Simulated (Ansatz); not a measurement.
Relaxation of AlFH₄OSi (8 atoms, charge 0, multiplicity 1), to a largest force component of 0.03 eV/Å in at most 50 steps.

All numbers below come from RKS BLYP/def2-SVP (Ansatz).

```xyz
8
Properties=species:S:1:pos:R:3
Al 0.409 0.122 -0.393
O 0.463 -0.222 1.308
Si -0.265 -0.511 2.793
H -1.354 -1.543 2.676
H 0.770 -1.011 3.754
H -0.872 0.748 3.349
H 1.949 0.064 -0.386
F -0.868 0.374 -1.437
```

**Question.** Where does it end, and by what steps?

**Answer.** It converged. After 6 steps the energy has fallen by 0.612 eV; H7 moved furthest, 0.52 Å.

| step | energy less start (eV) | largest force component (eV/Å) | accepted |
| --- | --- | --- | --- |
| 0 | 0.0000 | 1.355 | yes |
| 1 | -0.3395 | 1.088 | yes |
| 2 | -0.5465 | 0.736 | yes |
| 3 | -0.6004 | 0.559 | yes |
| 4 | -0.6051 | 0.290 | yes |
| 5 | -0.6116 | 0.093 | yes |
| 6 | -0.6122 | 0.013 | yes |

```xyz
8
Properties=species:S:1:pos:R:3
Al 0.582 0.097 -0.303
O 0.280 -0.228 1.340
Si -0.347 -0.523 2.859
H -1.429 -1.562 2.786
H 0.741 -1.019 3.765
H -0.921 0.739 3.435
H 2.041 0.177 -0.880
F -0.716 0.338 -1.336
```

Whether the end is a true minimum wasn't checked by a vibrational analysis.

Run time: 11 s on 2 threads of Arm Neoverse V2, with other jobs on the host, peak memory 0.14 GiB.
